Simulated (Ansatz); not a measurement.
The cluster Al₄Ga₃⁺, 7 atoms. Hardware: 4 threads of Arm Neoverse V1 on a shared host.

Correlated methods freeze 47 core orbitals; core or outer-core shells of Ga are correlated, in sets that lack core-valence functions.

(1) How many basis functions does each of these Ansatz runs have, and roughly what does it cost? PBE-QIDH/def2-TZVP, charge 1 singlet, energy, from earlier orbitals; PBE0-D4/def2-TZVP, charge 1 singlet, energy, from earlier orbitals; r2SCAN-D4/def2-TZVP, charge 1 singlet, energy, from earlier orbitals; MP2/def2-TZVP, charge 1 singlet, energy, from earlier orbitals; CCSD(T)/def2-SVP, charge 1 singlet, energy, from earlier orbitals; PBE-D4/def2-SVP, charge 1 singlet, energy, from earlier orbitals; CAM-B3LYP-D4/def2-TZVP, charge 1 singlet, energy, from earlier orbitals; HF/STO-3G, charge 1 singlet, energy; B97M-V/def2-TZVP, charge 1 singlet, energy, from earlier orbitals; PBE-D4/def2-SVP, charge 1 singlet, relaxation, 14 steps; PBE-D4/def2-TZVP, charge 1 singlet, energy and forces, from earlier orbitals; PBE0-D4/def2-SVP, charge 1 singlet, energy, from earlier orbitals.

Answers

(1) Other jobs shared the machine, so times can vary by a factor of up to 3. A dash marks memory too small to be measured apart from the calling script's.

| run | functions | fitting or Cholesky vectors | wall time | peak host memory (GiB) |
| --- | --- | --- | --- | --- |
| PBE-D4/def2-SVP, charge 1 singlet, energy, from earlier orbitals | 168 | 1837 | 3.1 s | – |
| PBE0-D4/def2-SVP, charge 1 singlet, energy, from earlier orbitals | 168 | 1589 | 6.5 s | 0.58 |
| PBE-D4/def2-TZVP, charge 1 singlet, energy and forces, from earlier orbitals | 292 | 2140 | 8.5 s | 0.69 |
| HF/STO-3G, charge 1 singlet, energy | 90 | 898 | 11 s | – |
| r2SCAN-D4/def2-TZVP, charge 1 singlet, energy, from earlier orbitals | 292 | 2140 | 17 s | 0.73 |
| CAM-B3LYP-D4/def2-TZVP, charge 1 singlet, energy, from earlier orbitals | 292 | 1895 | 22 s | 1.5 |
| PBE-QIDH/def2-TZVP, charge 1 singlet, energy, from earlier orbitals | 292 | 1895 | 25 s | 1.2 |
| PBE0-D4/def2-TZVP, charge 1 singlet, energy, from earlier orbitals | 292 | 2355 | 26 s | 1.6 |
| MP2/def2-TZVP, charge 1 singlet, energy, from earlier orbitals | 292 | 1895 | 26 s | 1.3 |
| B97M-V/def2-TZVP, charge 1 singlet, energy, from earlier orbitals | 292 | 2140 | 28 s | 0.84 |
| PBE-D4/def2-SVP, charge 1 singlet, relaxation, 14 steps | 168 | 1837 | 39 s | – |
| CCSD(T)/def2-SVP, charge 1 singlet, energy, from earlier orbitals | 168 | 1589 | 66 s | 1.2 |
